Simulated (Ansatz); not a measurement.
Saddle point of CH7ClGe, closed shell (CH₅ClGe ([CH3][GeH2][Cl]) + H₂ → CH₆Ge ([CH3][GeH3]) + HCl; bonds formed: Ge1–H7, Cl2–H6; bonds broken: Ge1–Cl2, H6–H7), PBE0-D4/def2-TZVP structure:

Ge1  (-0.286, -0.694, 0.113)
Cl2  (2.078, -0.308, -1.041)
H3  (-0.396, -1.852, -0.873)
H4  (-1.073, -1.093, 1.397)
C5  (-0.699, 1.138, -0.332)
H6  (1.581, -0.725, 0.628)
H7  (1.091, -0.912, 1.327)
H8  (-1.746, 1.342, -0.096)
H9  (-0.061, 1.794, 0.261)
H10  (-0.487, 1.308, -1.385)
(Å)

Energies are electronic, without zero-point energy. Barriers and step energies count from the start structure reached by relaxing down the imaginary mode; all methods use the PBE0-D4 structures, on which another method's saddle can fall below an end. Computed with Ansatz 0.2.0 (basis: def2-TZVPP, with def2-QZVPP for the basis limit); correlated methods freeze the cores. Filled d shells of the heavier atoms are correlated. The def2 sets are not built for correlating such inner shells, so the correlated values are less sure here. B3LYP uses VWN-RPA correlation. Extrapolation: Hartree–Fock as exp(−7.88 √X), correlation as X^−2.97.

| method | barrier (kJ/mol) | step energy (kJ/mol) |
| --- | --- | --- |
| SPW92 | ? | 40.8 |
| PBE-D4 | 188.6 | 53.4 |
| BLYP-D4 | 200.2 | 55.9 |
| r2SCAN-D4 | 202.3 | 58.5 |
| B97M-V | 210.6 | 52.1 |
| PBE0-D4 | 202.9 | 54.2 |
| B3LYP-D4 | 210.7 | 55.6 |
| r2SCAN0-D4 | 211.3 | 57.9 |
| BHLYP-D4 | 226.1 | 57.4 |
| CAM-B3LYP-D4 | ? | 51.6 |
| wB97X-V | 222.1 | 56.9 |
| wB97M-V | 217.4 | 57.1 |
| B2PLYP | 220.3 | 55.6 |
| PBE-QIDH | 218.3 | 56.8 |
| RPA on PBE | ? | 50.9 |
| HF | 261.9 | 58.9 |
| MP2 | 227.9 | 60.3 |
| CCSD | 233.1 | 51.0 |
| CCSD(T) | 226.9 | 52.5 |

**Question.** Fill in the withheld barriers. (Judge from chemistry; the value comes from the calculation.)

**Answer.** The calculation gives: SPW92 162.0; CAM-B3LYP-D4 217.6; RPA on PBE 228.3 kJ/mol. Each is the energy of the saddle less that of the start structure, by the same method.

For comparison, the barrier by CCSD(T) at an estimated basis limit (MP2 extrapolated from triple and quadruple zeta, plus CCSD(T) − MP2 in triple zeta) is 221.4 kJ/mol.

The T1 diagnostic stays at or below 0.012.

Labels in which every atom is bracketed show which atoms are joined, not bond orders.

For scale, one of the runs: CCSD(T)/def2-TZVPP, 219 basis functions, launched by `ansatz run in.yaml --threads 4 --pin off --events-out ev --progress --plain --max-ram 9574MiB`. The run took 110 s on 4 CPU threads of an Arm Neoverse V1 (shared host), with 3.2 GiB of host memory at its peak.
